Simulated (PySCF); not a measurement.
# Reading the logs of faulty runs: AlBClH2O

Calculated results; nothing here was measured. They come from PySCF 2.14.0, an open-source quantum chemistry program, on an isolated molecule that a program drew, which may never have been made. The molecule is AlBClH2O (charge 0, doublet), drawn as the SMILES string `[AlH][O]BCl`.

Each row is a Hartree-Fock (HF) and frozen-core CCSD(T) single point in the cc-pV(D+d)Z basis, meant for a local HF minimum. Run 1 is clean. Each other run has one planted mistake out of seven kinds, and not every kind appears here: one electron removed, one electron added, multiplicity raised by two, geometry at a saddle point, minimal basis STO-3G, one bond length entered in bohr, all coordinates scaled. The reference is restricted for singlets and unrestricted otherwise, and also for a bond in bohr. Adding or removing an electron swaps singlet and doublet. Electrons count all cores. HOMO and LUMO are orbital energies over both spins, the gradient is its largest component, and the lowest frequency (negative if imaginary) is given only where the gradient is small. Bond lengths are over the 5 bonds as drawn. T1 is the CCSD diagnostic: over 0.02 (restricted) or 0.045 (unrestricted) a single reference is doubtful.

Geometry of the clean run:
```xyz
6
AlBClH2O, angstrom
Al   -1.2948    1.6903    1.2529
O    -0.6527    2.3256   -0.2024
B    -0.1698    3.1978   -1.0690
Cl   -0.2735    4.9571   -0.7191
H    -2.8112    1.2254    1.1805
H     0.3451    2.8858   -2.0995
```

| run | electrons | basis functions | <S^2> | HOMO (eV) | LUMO (eV) | gradient (hartree/bohr) | lowest frequency (cm^-1) | mean bond (Å) | longest bond (Å) | T1 | HF (hartree) | CCSD(T) (hartree) | mistake |
|---|---|---|---|---|---|---|---|---|---|---|---|---|---|
| 1 | 45 | 84 | 0.756 | -8.85 | 0.77 | 4.2e-06 | 43 | 1.5224 | 1.797 | 0.0162 | -802.25870 | -802.74880 | no fault |
| 2 | 45 | 30 | 0.759 | -5.91 | 6.21 | 6.5e-02 | - | 1.5224 | 1.797 | 0.0199 | -793.07353 | -793.21453 | minimal basis STO-3G |
| 3 | 45 | 84 | 0.758 | -9.01 | 0.61 | 2.4e-02 | - | 1.5726 | 1.856 | 0.0173 | -802.25255 | -802.74614 | all coordinates scaled |
| 4 | 45 | 84 | 3.764 | -5.51 | -2.66 | 1.1e-01 | - | 1.5224 | 1.797 | 0.0936 | -802.05010 | -802.52114 | multiplicity raised by two |
| 5 | 44 | 84 | 0.000 | -15.80 | -7.63 | 7.3e-02 | - | 1.5224 | 1.797 | 0.0204 | -801.95521 | -802.44635 | one electron removed |
| 6 | 46 | 84 | 0.000 | -0.62 | 6.55 | 6.2e-02 | - | 1.5224 | 1.797 | 0.0181 | -802.25386 | -802.77943 | ? |

**Which mistake was planted in run 6, and what did it cost?**

It counts 46 electrons, one more than the clean run, at the same geometry and basis. So the mistake is: one electron added. Subtracting run 1 and multiplying by 627.51 kcal/mol a hartree, the energy moved by 3.0 kcal/mol in HF and -19.2 kcal/mol in CCSD(T).

Cautions from the logs. Run 4: T1 is over the limit, so its CCSD(T) energy is less reliable; run 5: T1 is over the limit, so its CCSD(T) energy is less reliable.
